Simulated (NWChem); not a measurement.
Molecule: CHCl, singlet; SMILES Cl[CH]

```xyz
3

C      0.1500     1.2002     0.0000
Cl    -0.0133    -0.5192     0.0000
H     -0.9189     1.5249     0.0000
```
Atoms are numbered in this order, from 1.

All runs: NWChem. Pople sets run with spherical d functions. Low-valent species are run as closed-shell singlets; no triplet was tried in these runs. Coordinates come from a B3LYP/6-31G* (spherical d) optimisation. GIAO values for the isolated, static molecule; σ is the absolute isotropic shielding, δ = σ(reference) − σ with the isolated reference molecule computed at the same levels (13C: tetramethylsilane, 1H: tetramethylsilane).

### Question
What does the run give for B3LYP/6-311G**? Quantities: δ C1 (ppm); σ Cl2 (ppm); δ H3 (ppm).

### Answer
The δ C1 (ppm) comes out as 941.6, the σ Cl2 (ppm) is -620.9 and the δ H3 (ppm) is 30.28.
